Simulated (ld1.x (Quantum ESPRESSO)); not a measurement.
# Pseudopotential generation for arsenic (As): ultrasoft, LDA (PZ), scalar-relativistic.

| Quantity | Value |
| --- | --- |
| Element | As (Z = 33) |
| Generator | ld1.x (Quantum ESPRESSO) 7.5 |
| Type | ultrasoft |
| Functional | LDA (PZ) |
| Relativity | scalar-relativistic |
| Frozen core | [Ar] 3d10 |
| Valence charge | 5 |
| Reference configuration | 4s2 4p2 (charge +1) |
| Partial waves | 4s (bound): rcut 1.35, rcutus 1.90 bohr; 4s channel at -0.75 Ry: rcut 1.35, rcutus 1.90 bohr; 4p (bound): rcut 1.35, rcutus 1.85 bohr; 4p channel at -0.15 Ry: rcut 1.35, rcutus 1.85 bohr |
| Local potential | all-electron potential smoothed inside 1.55 bohr (lloc = -1) |
| Core correction | Bessel-smoothed model core inside 1.90 bohr |
| Augmentation charge | built from norm-conserving waves at rcut, not smoothed further |

All-electron outer shells of the reference configuration (LDA (PZ), scalar-relativistic, ld1.x):

```
shell  level (eV)  outermost node (bohr)  outermost maximum (bohr)
   4s      -23.61                   0.73                      1.59
   4p      -13.54                   0.78                      1.90
```

Calculated quality:

| Item | Value |
| --- | --- |
| Cutoffs needed | 8 Ry and 15 Ry (the cutoffs (Ry, on a coarse ladder) from which the occupation-weighted sum of valence levels, in a spherical-Bessel basis at the reference potential, stays within 10 and 1 mRy of its value at 400 Ry) |
| Ghost test | ghost state, extra bound levels that the all-electron valence spectrum of the same l lacks: d at -4.7 eV; a true bound ghost makes a file unfit for plane-wave use (spherical-Bessel basis up to 400 Ry, 20 bohr box) |
| Largest excitation error | -228 meV (all-electron minus pseudo) for 4s1 4p0, out of 7 test configurations |
| Lowest eigenvalue of the overlap operator | 0.33 (s channel) |

Generation and tests took about 1.5 s on one core of a shared server CPU.
